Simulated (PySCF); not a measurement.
AsH4Si, SMILES [SiH2][AsH2], multiplicity 2.

Coordinates come from a B3LYP-D3(BJ)/def2-TZVP optimisation. The isomer is the one that the SMILES or the coordinates give; other isomers of the formula were not compared.

Method: TDA-ωB97X/def2-SVPD (PySCF).

Vertical excitations. Gas-phase values at a fixed geometry.

**Question.** Give excitation energies, oscillator strengths and character. (An estimate is asked for; the answer gives what the named calculation found.)

**Answer.** 
```tsv
state	energy (eV)	λ (nm)	f	main pairs
root 1	3.38	367	0.007	β HOMO→LUMO 92 %
root 2	4.52	274	0.004	β HOMO−1→LUMO 83 %
root 3	4.84	256	0.040	α HOMO→LUMO 87 %
root 4	5.30	234	0.023	α HOMO→LUMO+1 71 %
root 5	5.44	228	0.002	β HOMO−2→LUMO 70 %
root 6	5.67	219	0.022	α HOMO→LUMO+2 49 %, α HOMO→LUMO+3 25 %, α HOMO→LUMO+1 8 %
root 7	5.73	216	0.005	α HOMO−1→LUMO 29 %, α HOMO−1→LUMO+2 11 %, α HOMO→LUMO+2 7 %, β HOMO→LUMO+2 24 %, β HOMO→LUMO+3 6 %
root 8	5.85	212	0.013	α HOMO→LUMO+3 46 %, α HOMO→LUMO+2 17 %, β HOMO→LUMO+2 8 %
root 9	6.11	203	0.004	α HOMO−1→LUMO+2 23 %, α HOMO→LUMO+2 10 %, α HOMO−1→LUMO 6 %, β HOMO→LUMO+3 33 %
root 10	6.37	195	0.039	α HOMO→LUMO+4 63 %, α HOMO−1→LUMO+1 10 %, β HOMO→LUMO+1 6 %
```
Unrestricted roots are not spin-pure.
